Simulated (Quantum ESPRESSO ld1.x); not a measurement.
Input (ld1.x (Quantum ESPRESSO 7.5)):

```
 &input
    zed=53.0,
    iswitch=1,
    rel=1,
    lsd=1,
    dft='PW',
    config='[He] 2s2 2p2',
    verbosity='high',
    prefix='ld1',
    max_out_wfc=37,
    file_charge='ld1.rho',
 /
```

Command: `OMP_NUM_THREADS=1 ld1.x < ld1.in > ld1.out`

Output:

```
     Program LD1 v.7.5 starts

     --------------------------- All-electron run ----------------------------

     scalar relativistic calculation

     atomic number is 53.00
     dft =PW   lsd =1 sic =0 latt =0  beta=0.20 tr2=1.0E-14
     Exchange-correlation= PW
                           (   1   4   0   0   0   0   0)
     mesh =2073 r(mesh) = 100.05380 a.u. xmin = -8.00 dx = 0.00800
     1 Ry =  13.60569312 eV, c = 137.03599908

     n l     nl                  e(Ry)          e(Ha)          e(eV)
     1 0     1S 1( 1.00)   -2730.993235234   -1365.496617617 -37157.0558796
     2 0     2S 1( 1.00)    -639.574014555    -319.787007277  -8701.8477715
     2 1     2P 1( 2.00)    -609.632746603    -304.816373302  -8294.4760680
     1 0     1S 2( 1.00)   -2728.773915134   -1364.386957567 -37126.8604914
     2 0     2S 2( 1.00)    -636.139961455    -318.069980728  -8655.1250988
     2 1     2P 2( 0.00)    -605.491285815    -302.745642907  -8238.1286234

     final scf error:  9.8E-16 reached in  12 iterations

     Etot =   -8388.235991 Ry,   -4194.117995 Ha, -114127.764732 eV
     Total magnetization:    2.00 Bohr mag.

     Ekin =    8986.740460 Ry,    4493.370230 Ha,  122270.832881 eV
     Encl =  -17734.776477 Ry,   -8867.388238 Ha, -241293.926349 eV
     Eh   =     469.742416 Ry,     234.871208 Ha,    6391.171155 eV
     Exc  =    -109.942390 Ry,     -54.971195 Ha,   -1495.842420 eV

     normalization and overlap integrals

     s(1S/1S) =  1.000000  <r> =   0.0272  <r2> =    0.0010  r(max) =   0.0176
     s(1S/2S) = -0.015764
     s(2S/2S) =  1.000000  <r> =   0.1120  <r2> =    0.0147  r(max) =   0.0965
     s(2P/2P) =  1.000000  <r> =   0.0968  <r2> =    0.0113  r(max) =   0.0765
     s(1S/1S) =  1.000000  <r> =   0.0271  <r2> =    0.0010  r(max) =   0.0176
     s(1S/2S) = -0.015723
     s(2S/2S) =  1.000000  <r> =   0.1122  <r2> =    0.0148  r(max) =   0.0965
     s(2P/2P) =  1.000000  <r> =   0.0970  <r2> =    0.0114  r(max) =   0.0765

     ------------------------ End of All-electron run ------------------------
```

Run on one thread of a shared host, so times are rough (Intel(R) Xeon(R) Processor @ 2.60GHz): 0.53 s of CPU time, 0.73 s wall, 12 iterations on 2073 mesh points.
